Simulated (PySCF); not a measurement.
A species of formula CH5ClGe has this rotational fingerprint, computed with PBE0-D3(BJ)/def2-SVP geometry optimisation, gas phase in PySCF 2.14.0:

* Rotational constants: A = 20554, B = 2078, C = 1957 MHz
* Dipole components: |μa| = 1.06 D, |μb| = 1.22 D, |μc| = 0.00 D
* Inertial defect: -9.60 u·Å²
* κ: -0.99

Question: Which structure is it? (One computed conformer of each.)
A. `[CH3][GeH2][Cl]`
B. `Cl[CH2][GeH3]`
C. `[CH3][GeH2][Cl]`

Answer: B. It is Cl[CH2][GeH3], a near-prolate asymmetric top, point group Cs. The candidates at the same level (rigid rotor, commonest isotopes):

```json
{"SMILES": "[CH3][GeH2][Cl]", "A (MHz)": "10834", "B (MHz)": "3339", "C (MHz)": "2683", "μa (D)": "2.41", "μb (D)": "0.06", "μc (D)": "0.00", "Δ (u·Å²)": "-9.68", "point group": "Cs", "rotor": "asymmetric top"}
{"SMILES": "[H][Ge]([H])([CH3])[Cl]", "A (MHz)": "10893", "B (MHz)": "3323", "C (MHz)": "2677", "μa (D)": "2.43", "μb (D)": "0.05", "μc (D)": "0.00", "Δ (u·Å²)": "-9.70", "point group": "Cs", "rotor": "asymmetric top"}
{"SMILES": "Cl[CH2][GeH3]", "A (MHz)": "20554", "B (MHz)": "2078", "C (MHz)": "1957", "μa (D)": "1.06", "μb (D)": "1.22", "μc (D)": "0.00", "Δ (u·Å²)": "-9.60", "point group": "Cs", "rotor": "near-prolate asymmetric top"}
```

`[CH3][GeH2][Cl]` has B 61 % too high; `[H][Ge]([H])([CH3])[Cl]` has B 60 % too high. In the right answer the mirror of this Cs structure is the ab plane, so μc vanishes by symmetry. No structure here is proved a minimum.
